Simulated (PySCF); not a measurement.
`[SiH3]C1=C=CCCCCC1`, C8H14Si

Molfile (atoms numbered from 1):
```
C8H14Si
     RDKit          3D

 23 23  0  0  0  0  0  0  0  0999 V2000
    2.4610    1.1130    1.2677 Si  0  0  0  0  0  4  0  0  0  0  0  0
    1.2704    0.7781   -0.1376 C   0  0  0  0  0  0  0  0  0  0  0  0
    0.2887    1.6120   -0.3916 C   0  0  0  0  0  0  0  0  0  0  0  0
   -0.9014    2.1335   -0.5627 C   0  0  0  0  0  0  0  0  0  0  0  0
   -2.0781    1.4641    0.1100 C   0  0  0  0  0  0  0  0  0  0  0  0
   -1.7557    0.0782    0.6712 C   0  0  0  0  0  0  0  0  0  0  0  0
   -1.2828   -0.9669   -0.3671 C   0  0  0  0  0  0  0  0  0  0  0  0
    0.1663   -1.4718   -0.2746 C   0  0  0  0  0  0  0  0  0  0  0  0
    1.2524   -0.5591   -0.8597 C   0  0  0  0  0  0  0  0  0  0  0  0
    2.1216    2.4070    1.9282 H   0  0  0  0  0  0  0  0  0  0  0  0
    3.8715    1.1604    0.7693 H   0  0  0  0  0  0  0  0  0  0  0  0
    2.3837    0.0042    2.2735 H   0  0  0  0  0  0  0  0  0  0  0  0
   -1.0752    2.9823   -1.2329 H   0  0  0  0  0  0  0  0  0  0  0  0
   -2.4875    2.1057    0.9112 H   0  0  0  0  0  0  0  0  0  0  0  0
   -2.8841    1.3789   -0.6416 H   0  0  0  0  0  0  0  0  0  0  0  0
   -1.0012    0.1793    1.4690 H   0  0  0  0  0  0  0  0  0  0  0  0
   -2.6641   -0.2930    1.1720 H   0  0  0  0  0  0  0  0  0  0  0  0
   -1.4637   -0.5837   -1.3870 H   0  0  0  0  0  0  0  0  0  0  0  0
   -1.9298   -1.8538   -0.2732 H   0  0  0  0  0  0  0  0  0  0  0  0
    0.4053   -1.6872    0.7821 H   0  0  0  0  0  0  0  0  0  0  0  0
    0.2280   -2.4411   -0.7982 H   0  0  0  0  0  0  0  0  0  0  0  0
    2.2308   -1.0621   -0.7843 H   0  0  0  0  0  0  0  0  0  0  0  0
    1.0608   -0.4005   -1.9336 H   0  0  0  0  0  0  0  0  0  0  0  0
  1  2  1  0
  2  3  2  0
  3  4  2  0
  4  5  1  0
  5  6  1  0
  6  7  1  0
  7  8  1  0
  8  9  1  0
  9  2  1  0
  1 10  1  0
  1 11  1  0
  1 12  1  0
  4 13  1  0
  5 14  1  0
  5 15  1  0
  6 16  1  0
  6 17  1  0
  7 18  1  0
  7 19  1  0
  8 20  1  0
  8 21  1  0
  9 22  1  0
  9 23  1  0
M  END
```

Computed with PySCF, TDDFT CAM-B3LYP/def2-SVPD circular dichroism and optical rotation, one conformer, gas phase. Geometry: PBE0-D3(BJ)/def2-SVP.

No stereocentre is labelled: unless the shape is locked (an allene, a helicene, a hindered biaryl), the mirror image is equally populated and a measured rotation or CD is zero.

Give the optical rotatory dispersion at 633, 589.3, 546, 436, 405, 365, 355 nm.

[α] in deg dm⁻¹ (g/mL)⁻¹:
```
λ (nm)  origin-invariant length gauge  modified velocity gauge  length gauge (centre of mass)  isotropic polarisability (au)
   633                         -304.2                   -301.8                         -301.4                          125.0
 589.3                         -361.2                   -358.5                         -358.0                          125.6
   546                         -436.4                   -433.2                         -432.4                          126.4
   436                         -797.3                   -792.6                         -789.9                          129.5
   405                         -992.2                   -986.8                         -982.9                          130.9
   365                        -1387.0                  -1380.1                        -1373.8                          133.6
   355                        -1527.0                  -1519.6                        -1512.4                          134.4
```

And for the mirror image at 589.3 nm?

+361.2 deg dm⁻¹ (g/mL)⁻¹ (origin-invariant length gauge): the same size and the opposite sign.

What is the molar rotation [Φ] = [α]·M/100 of the geometry above at 589.3 nm?

With M = 138.28 g/mol, -499.5 deg cm² dmol⁻¹ (origin-invariant length gauge).

The first excitation lies at 5.07 eV (244 nm) with R = -3.1 × 10⁻⁴⁰ esu² cm² (velocity form).
